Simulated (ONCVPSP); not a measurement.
Cutoff test, hydrogen, ONCV

H, optimised norm-conserving Vanderbilt (ONCV), made with ONCVPSP 4.0.1 (PBE, scalar-relativistic). Core none, reference 1s1. Waves: 1s: rc 1.30 bohr, ncon 5, nbas 9, qcut 5.2 1/bohr, 2 projectors, debl 3.1 Ha; p scattering state at 0.22 Ha: rc 1.35 bohr, ncon 4, nbas 7, qcut 5 1/bohr, 2 projectors, debl 3.3 Ha. Local part: polynomial inside 0.90 bohr (lpopt 2, dvloc0 0 Ha). Core correction: none.

For each optimised wave give the share of its norm inside rc, the residual kinetic energy above qcut (Ha) and the cutoffs (Ha) for errors of 10, 1, 0.1 and 0.01 mHa per electron.

| wave | norm inside rc | residual KE | 10 mHa | 1 mHa | 0.1 mHa | 0.01 mHa |
| --- | --- | --- | --- | --- | --- | --- |
| 1s | 0.442 | 7.9e-04 | 7.0 | 12.8 | 65.4 | 125.6 |
| s projector 2 | 0.117 | 4.4e-03 | 10.4 | 18.1 | 48.5 | 144.3 |
| p projector 1 | 0.040 | 1.2e-05 | 1.2 | 3.3 | 7.4 | 13.1 |
| p projector 2 | 0.137 | 9.7e-04 | 7.2 | 12.2 | 19.2 | 43.6 |

The occupied waves need 13 Ha and 65 Ha for 1 and 0.1 mHa.
